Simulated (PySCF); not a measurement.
## Core-level binding energies of `N#C[SiH2]O`

Compound: CH₃NOSi.
Bonds: N1–C2 (triple), C2–Si3, Si3–O4. Hydrogens: H5, H6 on Si3; H7 on O4.

Level of theory: delta-SCF UKS SCAN, pcX-2 on the ionised atom, pcseg-1 elsewhere, spin-free X2C in PySCF. Vertical ΔSCF values, vacuum level as zero.

**Question.** List the computed XPS lines with their assignment.

**Answer.** 
```json
{"atom(s)": "Si3", "bonded to": "O, C and 2 H", "level": "Si 1s", "binding energy (eV)": "1848.63", "2p1/2 (eV)": "–", "count": "1"}
{"atom(s)": "O4", "bonded to": "H and Si", "level": "O 1s", "binding energy (eV)": "539.48", "2p1/2 (eV)": "–", "count": "1"}
{"atom(s)": "N1", "bonded to": "C (triple bond)", "level": "N 1s", "binding energy (eV)": "405.52", "2p1/2 (eV)": "–", "count": "1"}
{"atom(s)": "C2", "bonded to": "N (triple bond) and Si", "level": "C 1s", "binding energy (eV)": "291.95", "2p1/2 (eV)": "–", "count": "1"}
{"atom(s)": "Si3", "bonded to": "O, C and 2 H", "level": "Si 2p3/2", "binding energy (eV)": "108.66", "2p1/2 (eV)": "109.28", "count": "1"}
```

**Question.** Give the binding energy of N 1s of N1 in hartree and in kJ/mol.

**Answer.** 405.52 eV = 14.9026 Eh = 39127 kJ/mol.

**Question.** Which effective nuclear charge Zeff reproduces each element's mean 1s value in the hydrogen-like formula E = 13.606 eV × Zeff²?

**Answer.** C (Z = 6): mean 291.9 eV, Zeff = 4.63, Z − Zeff = 1.37; N (Z = 7): mean 405.5 eV, Zeff = 5.46, Z − Zeff = 1.54; O (Z = 8): mean 539.5 eV, Zeff = 6.30, Z − Zeff = 1.70; Si (Z = 14): mean 1848.6 eV, Zeff = 11.66, Z − Zeff = 2.34. Means run over the listed sites, weighted by atom count.

The 2p values aren't plain energy differences: one relaxed spin-free 2p hole is combined with a matrix within the shell (ground-state 2p orbital-energy differences and spin–orbit coupling). 2p3/2, the mean of its two sublevels, lies a third of the splitting below the shell's mean and 2p1/2 two thirds above it; the statistical areas are 2:1. 2p1/2 minus 2p3/2 (ligand field included): Si 0.63 eV. One conformer (not necessarily the lowest) at the GFN2-xTB geometry, without solvent, vibrations or thermal averaging.

Conformer computed: `[N:1]#[C:2][SiH2:3][OH:4]`: H–O4–Si3–C2 56°.
